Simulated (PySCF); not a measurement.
Species: C₆H₈Cl (doublet state).
SMILES with atom numbers: `[CH3:1][C@H:2]1[C@@H:3]2[CH2:4][C@H:5]1[C:6]2[Cl:7]` (hydrogens: H8, H9, H10 on C1; H11 on C2; H12 on C3; H13, H14 on C4; H15 on C5)

Theory: UKS B3LYP, pcH-1 on C Cl H, non-relativistic, mean-field spin-orbit, GIAO (PySCF 2.14.0). Isolated species at its GFN2-xTB geometry, gas phase. A GFN2-xTB geometry isn't a minimum of the functional, and hyperfine couplings can be far from their values at a DFT geometry.

Problem. How many α and β electrons are there, and what is ⟨S²⟩ of the pure spin state?

Solution. 61 electrons with 2S = 1: 31 α and 30 β; S(S+1) = 0.75.

Mulliken spin populations, one withheld:

```json
{"atom": "C1", "bound to": "C2, H8, H9, H10", "population": "+0.0183"}
{"atom": "C2", "bound to": "C1, C3, C5, H11", "population": "+0.0082"}
{"atom": "C3", "bound to": "C2, C4, C6, H12", "population": "-0.0240"}
{"atom": "C4", "bound to": "C3, C5, H13, H14", "population": "?"}
{"atom": "C5", "bound to": "C4, C6, C2, H15", "population": "-0.0240"}
{"atom": "C6", "bound to": "C5, Cl7, C3", "population": "+0.8504"}
{"atom": "Cl7", "bound to": "C6", "population": "+0.0981"}
{"atom": "H8", "bound to": "C1", "population": "-0.0003"}
{"atom": "H9", "bound to": "C1", "population": "-0.0030"}
{"atom": "H10", "bound to": "C1", "population": "-0.0003"}
{"atom": "H11", "bound to": "C2", "population": "-0.0027"}
{"atom": "H12", "bound to": "C3", "population": "-0.0008"}
{"atom": "H13", "bound to": "C4", "population": "+0.0341"}
{"atom": "H14", "bound to": "C4", "population": "-0.0017"}
{"atom": "H15", "bound to": "C5", "population": "-0.0008"}
```

Problem. What does C4 hold?

Solution. The populations add up to Nα − Nβ = 1, and the others sum to 0.9515, so C4 holds +0.048.

Problem. Sum the populations by element and by sign.

Solution. Carbon +0.88, chlorine +0.10, hydrogen +0.02. The positive populations sum to 1.06, the negative ones to -0.06.

Problem. With ⟨S²⟩ = 0.7531, find the sum of squared α–β overlaps and estimate the admixture of higher spin.

Solution. Σ|⟨iα|jβ⟩|² over occupied orbitals = Nβ − [⟨S²⟩ − S(S+1)] = 30 − 0.0031 = 29.9969. If the quartet state (S + 1) were the only admixture, its weight would be 0.0031/(2S + 2) = 0.10 %. For Kohn–Sham this describes the determinant of the orbitals, not the true wave function.

Problem. What Fermi-contact NMR shifts do the couplings of C1, C2, C3/C5, H8/H9/H10, H11, H14 imply at 298 K (Curie law, g = gₑ)?

Solution. δ = a_FC·h·gₑ μB S(S+1)/(3 g_N μN kT), with k/h = 20836.6 MHz/K:

```json
{"nuclei": "C1", "isotope": "13C", "a_FC (MHz)": "3.83", "g_N": "1.4048", "contact shift (ppm)": "+403"}
{"nuclei": "C2", "isotope": "13C", "a_FC (MHz)": "31.16", "g_N": "1.4048", "contact shift (ppm)": "+3283"}
{"nuclei": "C3/C5", "isotope": "13C", "a_FC (MHz)": "-5.83", "g_N": "1.4048", "contact shift (ppm)": "-614"}
{"nuclei": "H8/H9/H10", "isotope": "1H", "a_FC (MHz)": "1.16", "g_N": "5.5857", "contact shift (ppm)": "+31"}
{"nuclei": "H11", "isotope": "1H", "a_FC (MHz)": "-3.56", "g_N": "5.5857", "contact shift (ppm)": "-94"}
{"nuclei": "H14", "isotope": "1H", "a_FC (MHz)": "-3.75", "g_N": "5.5857", "contact shift (ppm)": "-99"}
```

The shifts go as 1/T: at 348 K they are 0.856 times these. Entries for several nuclei are means.

Nuclei that the bonding pattern makes equivalent are averaged, as if the motion that swaps them (rotation, inversion, ring flip) were fast.

The spin density at the nucleus, in bohr⁻³, is negative for C3/C5 (-0.0052), for instance. A restricted open-shell determinant has no negative spin density anywhere; here it arises because α and β orbitals differ (spin polarisation).
